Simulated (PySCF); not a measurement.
B3H5O2.
SMILES: `BOBOB`

The closed-shell ground state was solved at several levels (PySCF, density fitting, gas phase, non-relativistic). Geometry: GFN2-xTB; no solvent, vibrations or thermal averaging.

```json
{"level": "PBE0/pcSseg-1", "basis functions": "110", "total energy (Eh)": "-227.8392", "HOMO (eV)": "-8.26", "LUMO (eV)": "-0.80", "gap (eV)": "7.46", "dipole (D)": "0.25"}
{"level": "B3LYP/pcJ-1", "basis functions": "185", "total energy (Eh)": "-228.1699", "HOMO (eV)": "-8.08", "LUMO (eV)": "-1.05", "gap (eV)": "7.03", "dipole (D)": "0.27"}
```

Question: What might CAM-B3LYP/def2-SVPD (146 basis functions) give for the same quantities?

Answer: Total energy -227.8843 Eh, HOMO -9.69 eV, LUMO 0.13 eV, gap 9.82 eV, dipole 0.26 D.

Question: Over all these levels, which gives the widest orbital gap and which the narrowest?

Answer: CAM-B3LYP/def2-SVPD (range-separated hybrid) has the widest, 9.82 eV, and B3LYP/pcJ-1 (global hybrid, 20 % exact exchange) the narrowest, 7.03 eV. Functional and basis both differ between the two, so the spread mixes both effects.

Question: How far do the dipole and the HOMO energy spread over the levels?

Answer: The dipole runs from 0.25 to 0.27 D (mean 0.26 D) and the HOMO from -9.69 to -8.08 eV.
